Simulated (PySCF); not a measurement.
# Ionisation energy of Tb⁺ by level of theory

Tb⁺ [Xe] 4f9 6s1 [4f5/2^6 4f7/2^3 6s1/2^1, M_J = 8] → Tb²⁺ [Xe] 4f9 [4f5/2^6 4f7/2^3, M_J = 15/2], as a difference of total energies. Computed with PySCF 2.14 in x2c-SVPall-2c (7s10p9d3f1g, 112 functions), with the two-component X2C-1e Hamiltonian. Correlated levels: [Ar] 3d10 frozen; the 16 highest virtual spinors dropped. "Screened" scales the spin-orbit matrix elements by Boettger's factors to mimic the two-electron term; Breit and QED terms are absent.

```csv
method,ionisation energy (eV)
GHF (spin-free),10.646
GMP2 (spin-free),11.355
GHF (screened spin-orbit),10.646
GMP2 (screened spin-orbit),11.353
```

Question: How much does correlation contribute at GMP2 (screened spin-orbit)?

Answer: 11.353 − (10.646) = 0.707 eV, measured against GHF (screened spin-orbit).

The spin-free rows relax to the high-spin LS determinant and lack the spin-orbit shift.

Errors of the correlated levels include the incompleteness of this basis and the frozen core.

The labels give the starting determinants; with spin-orbit coupling the two ends relaxed to ⟨J²⟩ = 72.02, ⟨L²⟩ = 30.56, ⟨S²⟩ = 11.85 and ⟨J²⟩ = 63.77, ⟨L²⟩ = 30.57, ⟨S²⟩ = 8.63.

For comparison: 11.513 ± 0.02 eV (semi-empirical (NIST evaluation); NIST Atomic Spectra Database, ionization energies).
